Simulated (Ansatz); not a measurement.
Ga13Sb11F6. Total charge 0; singlet. Geometry PBE-D4/def2-SVP.

Cartesian coordinates in Å:
```
Sb 0.879 1.849 4.126
Sb 0.753 3.649 1.884
Sb 3.864 -0.854 -3.930
Sb 1.683 3.451 -2.418
Sb 1.981 -0.432 0.268
Sb -1.116 -3.601 0.262
Sb -2.081 0.337 1.087
Sb -1.180 -0.584 -3.172
Sb -2.597 -1.588 4.811
Sb -5.961 -2.144 1.140
Sb -2.740 3.137 -1.746
Ga 1.892 -0.334 2.911
Ga 4.113 -0.737 -1.277
Ga -1.245 -2.228 2.516
Ga 1.689 2.158 -0.094
Ga -1.293 0.448 3.635
Ga -1.296 2.844 0.358
Ga 3.389 1.560 -3.016
Ga 1.240 -0.377 -4.091
Ga -0.570 1.956 -2.603
Ga -0.450 -1.102 -0.652
Ga -3.567 -2.573 0.080
Ga -4.686 0.438 -0.690
Ga -4.132 -1.267 2.681
F 3.262 -1.067 3.786
F 5.558 -1.406 -0.485
F 0.589 -1.862 3.121
F 4.496 1.254 -1.379
F 1.207 0.649 -5.580
F -3.681 -1.573 -1.533
```

In the def2 sets Sb takes a core potential; there is no spin–orbit coupling. Single mean-field runs in def2-SVP, def2-TZVP are fitted with def2-universal-jkfit. The restricted singlet is unstable towards broken spin symmetry in Hartree–Fock (as tested in another run); at PBE-D4/def2-SVP, PBE-D4/def2-TZVP, r2SCAN-D4/def2-SVP, B97M-V/def2-SVP and others this wasn't settled.

(1) Estimate the orbital energies around the gap (eV) in Ansatz with PBE-D4/def2-SVP, PBE-D4/def2-TZVP, r2SCAN-D4/def2-SVP, B97M-V/def2-SVP, PBE0-D4/def2-SVP.

Answers

(1) 
```
orbital  PBE-D4/def2-SVP  PBE-D4/def2-TZVP  r2SCAN-D4/def2-SVP  B97M-V/def2-SVP  PBE0-D4/def2-SVP
HOMO−13            -6.49             -6.49               -6.82            -6.63             -7.42
HOMO−12            -6.41             -6.42               -6.74            -6.57             -7.36
HOMO−11            -6.40             -6.40               -6.73            -6.54             -7.32
HOMO−10            -6.22             -6.23               -6.54            -6.37             -7.12
 HOMO−9            -6.12             -6.13               -6.42            -6.24             -7.01
 HOMO−8            -6.02             -6.03               -6.33            -6.15             -6.89
 HOMO−7            -6.00             -6.00               -6.30            -6.12             -6.84
 HOMO−6            -5.92             -5.93               -6.22            -6.06             -6.77
 HOMO−5            -5.83             -5.83               -6.12            -5.96             -6.66
 HOMO−4            -5.77             -5.78               -6.07            -5.90             -6.60
 HOMO−3            -5.65             -5.66               -5.93            -5.76             -6.46
 HOMO−2            -5.54             -5.55               -5.82            -5.66             -6.36
 HOMO−1            -5.15             -5.17               -5.38            -5.19             -5.87
   HOMO            -4.64             -4.67               -4.81            -4.63             -5.23
   LUMO            -4.04             -4.07               -4.15            -3.98             -3.69
 LUMO+1            -3.88             -3.90               -3.93            -3.81             -3.45
 LUMO+2            -3.78             -3.81               -3.83            -3.69             -3.31
 LUMO+3            -3.58             -3.62               -3.61            -3.48             -3.11
 LUMO+4            -3.43             -3.46               -3.46            -3.31             -2.93
 LUMO+5            -3.00             -3.05               -3.00            -2.81             -2.46
```
